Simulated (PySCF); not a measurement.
# Cobalt: a sound run and one with changed settings

Sound run: Co [Ar] 3d7 4s2, Co+ [Ar] 3d8. Calculation: PySCF 2.14, in jorge-DZP-DKH (8s6p2d1f, 43 functions); the spin-free X2C one-electron Hamiltonian (Gaussian nucleus). The sound run starts from symmetry-adapted Hartree-Fock orbitals and uses a fine grid where one is needed.

Changed run: 26 angular points. This setting is unsound on purpose.

| species | method | sound run (hartree) | changed run (hartree) | converged |
| --- | --- | --- | --- | --- |
| Co | UHF | -1391.67063 | -1391.67063 | yes |
| Co | BP86 | -1393.27053 | -1393.28858 | yes |
| Co | PBE0 | -1392.81350 | -1392.82869 | yes |
| Co+ | UHF | -1391.37073 | -1391.37073 | yes |
| Co+ | BP86 | -1392.97640 | -1393.00254 | yes |
| Co+ | PBE0 | -1392.52114 | -1392.54368 | yes |

Ionisation energy of Co:

```tsv
method	sound run (eV)	changed run (eV)
UHF	8.161	8.161
BP86	8.004	7.784
PBE0	7.955	7.756
```

A coarse angular grid integrates products of high-l functions wrongly, so density functionals can shift, and the SCF can exploit the error; Hartree-Fock and MP2 need no grid.

For comparison, NIST gives 7.881 eV between the lowest levels.
